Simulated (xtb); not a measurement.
Al(H)2(OMe) (CH5AlO), SMILES C[O][AlH2]. All values are semi-empirical tight-binding results from xtb (GFN2-xTB unless named), good for trends rather than for accurate numbers. The structure is a stationary point at GFN2-xTB.

For metal compounds this method's bond lengths and energies can be far off.

Computed properties:
```
Quantity                                      Result
-------------------------------------  -------------
orbital gap                                  4.97 eV
zero-point energy                      33.4 kcal/mol
G − E(el) at 298.15 K (modified RRHO)  15.9 kcal/mol
```
